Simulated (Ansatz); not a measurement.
Input (X2C-CCSDT(Q)/cc-pwCVTZ-DK; Ansatz, a program for electronic structure): The .json basis holds the Basis Set Exchange's core-valence set for the 3d metal and cc-pVXZ-DK of the same size for its partners.

Ansatz 0.2 input:
```yaml
crystal:
  periodic: [false, false, false]
  atoms:
    - {symbol: Cr, position_ang: [0.00000000, 0.00000000, 0.00000000]}
basis:
  gaussian:
    orbitals: cc-pwCVTZ-DK.json
magnetization: {spin_polarized: true, initial_magnetization: 6}
correlation: {method: ccsdt_q, frozen_orbitals: {Cr: 5}}
scf: {lower_state_search: full}
```

Output:

```
Functional definition: HF
integrals: 0.29 GiB planned
950 factors; integrals over basis functions are off by at most 5.4e-8 eV
mean field: 0.31 GiB planned
mean field evaluation 1: about -28560.1268 eV, gradient 3.4e1 eV
mean field evaluation 2: about -28560.1282 eV, gradient 3.4e1 eV
mean field evaluation 4: about -28562.6241 eV, gradient 9.8e-1 eV
mean field evaluation 8: about -28562.6503 eV, gradient 1.4e-1 eV
mean field evaluation 16: about -28560.7316 eV, gradient 7.2e-1 eV
mean field evaluation 32: about -28560.7911 eV, gradient 3.8e-1 eV
mean field evaluation 64: about -28560.4761 eV, gradient 3.6e0 eV
mean field evaluation 96: about -28557.1366 eV, gradient 3.0e1 eV
mean field evaluation 128: about -28560.7395 eV, gradient 3.3e-1 eV
mean field evaluation 160: about -28560.8032 eV, gradient 1.1e-1 eV
mean field evaluation 192: about -28560.7164 eV, gradient 6.6e-1 eV
mean field evaluation 224: about -28560.8027 eV, gradient 4.7e-2 eV
mean field evaluation 256: about -28560.7287 eV, gradient 1.6e-1 eV
mean field evaluation 288: about -28554.2638 eV, gradient 1.6e-6 eV
mean field evaluation 320: about -28557.1458 eV, gradient 3.0e1 eV
mean field evaluation 352: about -28560.7835 eV, gradient 1.3e-1 eV
mean field evaluation 384: about -28560.8033 eV, gradient 3.3e-4 eV
mean field evaluation 416: about -28560.7292 eV, gradient 8.4e-3 eV
mean field evaluation 448: about -28560.7291 eV, gradient 1.6e-1 eV
mean field evaluation 480: about -28559.9680 eV, gradient 2.1e1 eV
mean field evaluation 512: about -28560.7344 eV, gradient 1.1e-1 eV
mean field evaluation 544: about -28560.7292 eV, gradient 1.1e-2 eV
mean field evaluation 576: about -28560.6060 eV, gradient 2.8e0 eV
mean field evaluation 608: about -28560.8032 eV, gradient 3.0e-2 eV
mean field evaluation 640: about -28560.6191 eV, gradient 3.1e-3 eV
mean field evaluation 672: about -28560.6512 eV, gradient 1.7e-1 eV
mean field evaluation 704: about -28560.6265 eV, gradient 1.4e-1 eV
mean field evaluation 736: about -28560.6191 eV, gradient 3.0e-4 eV
mean field evaluation 768: about -28556.3338 eV, gradient 3.8e-2 eV
mean field evaluation 800: about -28556.3219 eV, gradient 1.7e-1 eV
mean field evaluation 832: about -28556.3128 eV, gradient 1.3e-1 eV
mean field evaluation 864: about -28558.0519 eV, gradient 3.2e1 eV
mean field evaluation 896: about -28560.7586 eV, gradient 4.6e-1 eV
mean field evaluation 928: about -28560.2827 eV, gradient 3.8e0 eV
mean field -28562.65055414 eV, -1049.6580474046 hartree, gradient 1.8e-6 eV, S^2 12.000079; 17 other end points of the search recorded, 0 dependent functions left out
determinant -28562.65055414 eV, -1049.6580474046 hartree, with singles and doubles -28576.31234793 eV, -1050.1601090664 hartree
determinant -28560.80325487 eV, -1049.5901604087 hartree, with singles and doubles -28573.34500754 eV, -1050.0510613181 hartree
determinant -28560.72920341 eV, -1049.5874390676 hartree, with singles and doubles -28573.26893841 eV, -1050.0482658292 hartree
determinant -28560.61906533 eV, -1049.5833915681 hartree, with singles and doubles -28573.16301909 eV, -1050.0443733660 hartree
determinant -28559.94941804 eV, -1049.5587824841 hartree, with singles and doubles -28573.29515246 eV, -1050.0492291779 hartree
5 core orbitals not correlated
reference -28562.65055414 eV, -1049.6580474046 hartree; 10, 4 occupied and 87, 93 virtual orbitals, 950 factors
second order -13.88543698 eV of doubles, -0.00000000 eV of singles
coupled cluster: 5.33 GiB planned
cycle   1  -13.31304907 eV  change    5.7e-1 eV  update   8.1e-2
cycle   2  -13.75184040 eV  change   -4.4e-1 eV  update   4.8e-2
cycle   3  -14.02179154 eV  change   -2.7e-1 eV  update   1.8e-2
cycle   4  -14.01010528 eV  change    1.2e-2 eV  update   7.7e-3
cycle   5  -13.96973934 eV  change    4.0e-2 eV  update   3.0e-3
cycle   6  -13.96178335 eV  change    8.0e-3 eV  update   1.5e-3
cycle   7  -13.96654125 eV  change   -4.8e-3 eV  update   5.1e-4
cycle   8  -13.96953922 eV  change   -3.0e-3 eV  update   3.6e-4
cycle   9  -13.96895926 eV  change    5.8e-4 eV  update   9.4e-5
cycle  10  -13.96895764 eV  change    1.6e-6 eV  update   4.0e-5
cycle  11  -13.96882873 eV  change    1.3e-4 eV  update   1.7e-5
cycle  12  -13.96882426 eV  change    4.5e-6 eV  update   8.2e-6
cycle  13  -13.96880822 eV  change    1.6e-5 eV  update   2.7e-6
cycle  14  -13.96880973 eV  change   -1.5e-6 eV  update   7.4e-7
perturbative correction -0.01283035 eV, -0.0004715067 hartree
Total energy: -28576.63219422 eV, -1050.1718632005 hartree
Relativity: scalar
```
